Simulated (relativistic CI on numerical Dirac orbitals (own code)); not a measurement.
## Energy levels of Ca XVI

These numbers are calculated, not measured: Dirac-Coulomb-Breit CI, orbitals from a KLI potential per configuration, a model potential for QED, unscaled Slater integrals (own radial code, finite nucleus).

Configurations in the expansion (outside the closed core 1s2): 2s2.2p, 2s.2p2, 2p3, 2p2.3s, 2p2.3p, 2p2.3d, 2s2.3s, 2s2.3p, 2s2.3d, 2s.2p.3s, 2s.2p.3p, 2s.2p.3d, 2s2.4s, 2s2.4p, 2s2.4d, 2s2.4f. Levels of other configurations are missing.

The lowest level is 2s2.2p 2P°_1/2, with 97 % of that term; Hund's rules for 2s2.2p give 2P° with J = 1/2, in agreement.

| No. | Configuration | Term | J | E (10³ cm⁻¹) | % | Next component (%) | Lifetime (s) |
| --- | --- | --- | --- | --- | --- | --- | --- |
| 1 | 2s2.2p | 2P° | 1/2 | 0.0 | 97 | 3 2p3 2P° |  |
| 2 | 2s2.2p | 2P° | 3/2 | 36.5 | 97 | 3 2p3 2P° | 2.29e-03 |
| 3 | 2s.2p2 | 4P | 1/2 | 264.0 | 99 | 1 2S | 9.94e-08 |
| 4 | 2s.2p2 | 4P | 3/2 | 278.4 | 100 |  | 8.17e-07 |
| 5 | 2s.2p2 | 4P | 5/2 | 296.7 | 99 | 1 2D | 1.83e-07 |
| 6 | 2s.2p2 | 2D | 3/2 | 484.0 | 99 | 1 2P | 2.04e-10 |
| 7 | 2s.2p2 | 2D | 5/2 | 486.4 | 99 | 1 4P | 2.64e-10 |
| 8 | 2s.2p2 | 2S | 1/2 | 599.7 | 69 | 30 2P | 4.79e-11 |
| 9 | 2s.2p2 | 2P | 1/2 | 642.6 | 70 | 30 2S | 3.71e-11 |
| 10 | 2s.2p2 | 2P | 3/2 | 655.4 | 99 | 1 2D | 3.15e-11 |
| 11 | 2p3 | 4S° | 3/2 | 835.3 | 99 | 1 2P° | 3.50e-11 |
| 12 | 2p3 | 2D° | 3/2 | 948.5 | 95 | 4 2P° | 8.90e-11 |
| 13 | 2p3 | 2D° | 5/2 | 953.2 | 100 |  | 8.83e-11 |
| 14 | 2p3 | 2P° | 1/2 | 1064.6 | 97 | 3 2s2.2p 2P° | 3.83e-11 |
| 15 | 2p3 | 2P° | 3/2 | 1073.8 | 91 | 5 2D° | 3.93e-11 |
| 16 | 2s2.3s | 2S | 1/2 | 4394.9 | 94 | 4 2p2.3s 2S | 1.07e-12 |
| 17 | 2s2.3p | 2P° | 1/2 | 4525.6 | 91 | 4 2p2.3p 2P° | 1.06e-11 |
| 18 | 2s2.3p | 2P° | 3/2 | 4535.8 | 91 | 4 2p2.3p 2P° | 1.05e-11 |
| 19 | 2s2.3d | 2D | 3/2 | 4658.0 | 94 | 5 2p2.3d 2D | 1.76e-13 |
| 20 | 2s.2p.3s | 4P° | 1/2 | 4658.7 | 98 | 1 2p2.3p 4P° | 9.86e-13 |
| 21 | 2s2.3d | 2D | 5/2 | 4660.9 | 94 | 5 2p2.3d 2D | 1.79e-13 |
| 22 | 2s.2p.3s | 4P° | 3/2 | 4669.7 | 97 | 2 2P° | 9.68e-13 |
| 23 | 2s.2p.3s | 4P° | 5/2 | 4693.2 | 98 | 1 2p2.3p 4P° | 9.37e-13 |
| 24 | 2s.2p.3s | 2P° | 1/2 | 4728.3 | 94 | 4 2s2.3p 2P° | 1.26e-12 |
| 25 | 2s.2p.3s | 2P° | 3/2 | 4753.6 | 93 | 3 2s2.3p 2P° | 1.11e-12 |
| 26 | 2s.2p.3p | 4D | 1/2 | 4774.7 | 74 | 24 2P | 1.61e-12 |
| 27 | 2s.2p.3p | 4D | 3/2 | 4784.3 | 78 | 19 2P | 2.16e-12 |
| 28 | 2s.2p.3p | 2P | 1/2 | 4798.7 | 69 | 25 4D | 5.00e-13 |
| 29 | 2s.2p.3p | 2P | 3/2 | 4800.7 | 57 | 18 4D | 6.36e-13 |
| 30 | 2s.2p.3p | 4D | 5/2 | 4800.9 | 97 | 2 4P | 2.54e-10 |
| 31 | 2s.2p.3p | 4D | 7/2 | 4821.8 | 99 | 1 2p2.3d 4D | 7.27e-10 |
| 32 | 2s.2p.3p | 4S | 3/2 | 4826.9 | 67 | 14 2P | 1.95e-12 |
| 33 | 2s.2p.3p | 4P | 1/2 | 4833.8 | 97 | 2 2S | 1.80e-11 |
| 34 | 2s.2p.3p | 4P | 3/2 | 4848.7 | 77 | 15 4S | 5.49e-12 |
| 35 | 2s.2p.3p | 4P | 5/2 | 4855.9 | 89 | 8 2D | 4.21e-12 |
| 36 | 2s.2p.3p | 2D | 3/2 | 4857.3 | 87 | 5 2P | 3.64e-13 |
| 37 | 2s.2p.3p | 2D | 5/2 | 4879.8 | 90 | 8 4P | 3.67e-13 |
| 38 | 2s.2p.3d | 4F° | 3/2 | 4889.6 | 95 | 3 2D° | 3.93e-12 |
| 39 | 2s.2p.3d | 4F° | 5/2 | 4896.2 | 94 | 5 4D° | 2.06e-12 |
| 40 | 2s.2p.3d | 4F° | 7/2 | 4906.6 | 92 | 7 4D° | 1.48e-12 |
| 41 | 2s.2p.3p | 2S | 1/2 | 4911.6 | 96 | 2 2P | 3.31e-13 |
| 42 | 2s.2p.3d | 4F° | 9/2 | 4924.2 | 100 |  | 3.14e-09 |
| 43 | 2s.2p.3d | 4P° | 5/2 | 4927.2 | 41 | 37 4D° | 1.72e-13 |
| 44 | 2s.2p.3d | 4D° | 3/2 | 4929.3 | 71 | 19 4P° | 1.32e-13 |
| 45 | 2s.2p.3d | 4D° | 1/2 | 4930.0 | 91 | 4 4P° | 1.15e-13 |
| 46 | 2s.2p.3s | 2P° | 3/2 | 4937.9 | 77 | 13 2s.2p.3d 2D° | 4.73e-13 |
| 47 | 2s.2p.3s | 2P° | 1/2 | 4938.0 | 93 | 3 2p2.3p 2P° | 6.41e-13 |
| 48 | 2s.2p.3d | 2D° | 3/2 | 4944.2 | 72 | 17 2s.2p.3s 2P° | 3.45e-13 |
| 49 | 2s.2p.3d | 2D° | 5/2 | 4948.0 | 59 | 33 4D° | 2.03e-13 |
| 50 | 2s.2p.3d | 4D° | 7/2 | 4948.8 | 91 | 7 4F° | 1.21e-13 |
| 51 | 2s.2p.3d | 4P° | 5/2 | 4958.6 | 57 | 25 4D° | 1.81e-13 |
| 52 | 2s.2p.3d | 4P° | 3/2 | 4960.3 | 79 | 18 4D° | 1.80e-13 |
| 53 | 2s.2p.3d | 4P° | 1/2 | 4962.2 | 94 | 5 4D° | 1.98e-13 |
| 54 | 2s.2p.3d | 2F° | 5/2 | 5003.8 | 95 | 4 2D° | 1.78e-13 |
| 55 | 2s.2p.3d | 2P° | 3/2 | 5024.0 | 93 | 3 2D° | 2.11e-13 |
| 56 | 2s.2p.3d | 2F° | 7/2 | 5026.0 | 99 |  | 1.53e-13 |
| 57 | 2s.2p.3d | 2P° | 1/2 | 5036.8 | 96 | 2 2s.2p.3s 2P° | 1.99e-13 |
| 58 | 2s.2p.3p | 2P | 1/2 | 5063.7 | 85 | 12 2p2.3s 2P | 8.88e-13 |
| 59 | 2s.2p.3p | 2D | 3/2 | 5067.1 | 54 | 37 2P | 1.46e-12 |
| 60 | 2s.2p.3p | 2D | 5/2 | 5073.0 | 93 | 4 2p2.3s 2D | 3.86e-12 |
| 61 | 2s.2p.3p | 2P | 3/2 | 5074.6 | 49 | 40 2D | 1.43e-12 |
| 62 | 2s.2p.3p | 2S | 1/2 | 5104.7 | 86 | 5 2p2.3s 4P | 2.57e-12 |
| 63 | 2p2.3s | 4P | 1/2 | 5125.3 | 92 | 6 2s.2p.3p 2S | 1.88e-12 |
| 64 | 2p2.3s | 4P | 3/2 | 5139.0 | 98 | 1 2s.2p.3p 2P | 1.82e-12 |
| 65 | 2p2.3s | 4P | 5/2 | 5157.0 | 95 | 3 2D | 1.70e-12 |
| 66 | 2s.2p.3d | 2F° | 7/2 | 5181.9 | 93 | 6 2p2.3p 2F° | 2.10e-13 |
| 67 | 2s.2p.3d | 2F° | 5/2 | 5183.1 | 92 | 7 2p2.3p 2F° | 1.74e-13 |
| 68 | 2s.2p.3d | 2D° | 3/2 | 5195.8 | 98 | 2 2p2.3p 2D° | 1.38e-13 |
| 69 | 2s.2p.3d | 2D° | 5/2 | 5199.8 | 97 | 2 2p2.3p 2D° | 1.39e-13 |
| 70 | 2p2.3s | 2P | 1/2 | 5200.8 | 82 | 17 2s.2p.3p 2P | 8.05e-13 |

Energies count from the lowest computed level; ° marks odd parity; lifetimes are radiative, by E1, M1, E2, M2 decay to levels of this space only.

The mean weight of the leading LS term, summed over parents, in these 70 levels is 88 %, and that of the leading jj configuration (from the same eigenvectors) 69 %, so LS coupling describes them better.

At this charge energies of transitions that change n are usually good to better than 1 %, and those within a shell (Δn = 0) to a few per cent.
